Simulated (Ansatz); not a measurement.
Basis sets compared for Zn₁₂S₁₂ (started as a model of: (ZnS)12 cage of four- and six-membered rings). Total charge 0; singlet. Geometry PBE-D4/def2-SVP. Ansatz on 4 threads of AMD EPYC 7R13 on a shared host and a share (37 GiB) of an NVIDIA H100 80GB HBM3; times are rough, and most runs start from earlier orbitals.

```
atom   x (Å)   y (Å)   z (Å)
  S1  -2.792   1.983   1.708
  S2  -3.160  -1.541   1.512
  S3   0.478  -3.541   1.371
  S4   0.029  -0.216   3.821
  S5   3.144  -0.447   2.137
  S6   1.182   3.194   1.746
  S7  -0.478   3.541  -1.371
  S8  -3.144   0.448  -2.136
  S9  -1.182  -3.194  -1.746
 S10  -0.030   0.216  -3.821
 S11   3.161   1.541  -1.512
 S12   2.792  -1.983  -1.708
Zn13  -1.842   0.048   2.598
Zn14  -3.167   0.325   0.111
Zn15  -1.539  -2.741   0.514
Zn16   1.188  -1.685   2.428
Zn17   1.482   1.127   2.585
Zn18  -0.947   2.926   0.830
Zn19   1.539   2.741  -0.514
Zn20  -1.188   1.685  -2.428
Zn21  -1.482  -1.127  -2.584
Zn22   0.946  -2.926  -0.830
Zn23   3.167  -0.325  -0.111
Zn24   1.842  -0.048  -2.598
```

Single mean-field runs in def2-SVP, def2-TZVP are fitted with def2-universal-jkfit.

Binding counts from free atoms (S triplet, Zn singlet) in the same basis, without a counterpoise term.

```tsv
level	functions	energy (Eh)	HOMO (eV)	LUMO (eV)	binding per atom (eV)	wall time
HF/STO-3G	324	-25805.5057	-2.48	3.58	2.06	18 s
HF/def2-SVP	588	-26100.8288	-10.11	-0.12	1.92	4.8 s
PBE-D4/def2-SVP (with forces)	588	-26122.5122	-6.38	-2.94	3.01	5.5 s
PBE0-D4/def2-SVP	588	-26123.2598	-7.58	-2.41	2.99	7.5 s
```

Q: Estimate the rows for PBE-D4/def2-TZVP, PBE0-D4/def2-TZVP.

A: 
```tsv
level	functions	energy (Eh)	HOMO (eV)	LUMO (eV)	binding per atom (eV)	wall time
PBE-D4/def2-TZVP	1020	-26127.2997	-6.43	-3.19	2.81	7.5 s
PBE0-D4/def2-TZVP	1020	-26127.9189	-7.53	-2.62	2.84	14 s
```
